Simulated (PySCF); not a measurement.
Isomers of C6H10FP. Level of theory: PySCF, TDDFT CAM-B3LYP/def2-SVPD, vertical, gas phase, core orbitals frozen in the response. Geometries: GFN2-xTB; one conformer of each isolated species. Triplets are in the Tamm–Dancoff approximation. 'Strongest' means the level of largest summed f among the lowest 8 singlets; it needn't be the same kind of state in each.

Question: Rank by computed lowest singlet excitation energy, highest first.
A. `CC1=C(F)CP(C)C1`
B. `CCC1=C(F)CPC1`
C. `C=[P@@]1(C)CC=C(F)C1`
D. `CC1=C(F)P(C)CC1`
E. `C=C/P=C(\F)C(C)C`

Answer: A (6.29 eV), B (6.09 eV), D (5.84 eV), C (5.06 eV), E (4.85 eV).

```csv
SMILES,S1 (eV),LUMO (eV),f (S1),α (au),T1 (eV),f (strongest),S1 mainly
CC1=C(F)CP(C)C1,6.29,1.23,0.007,93.2,4.39,0.10,H→L+1 (79%)
CCC1=C(F)CPC1,6.09,1.05,0.002,93.1,4.33,0.15,H→L+1 (81%)
CC1=C(F)P(C)CC1,5.84,1.07,0.177,94.0,4.13,0.18,H→L (67%)
C=[P@@]1(C)CC=C(F)C1,5.06,0.98,0.094,96.5,4.30,0.13,H→L (76%)
C=C/P=C(\F)C(C)C,4.85,-0.46,0.501,106.8,2.47,0.50,H→L (96%)
```

H and L stand for HOMO and LUMO.
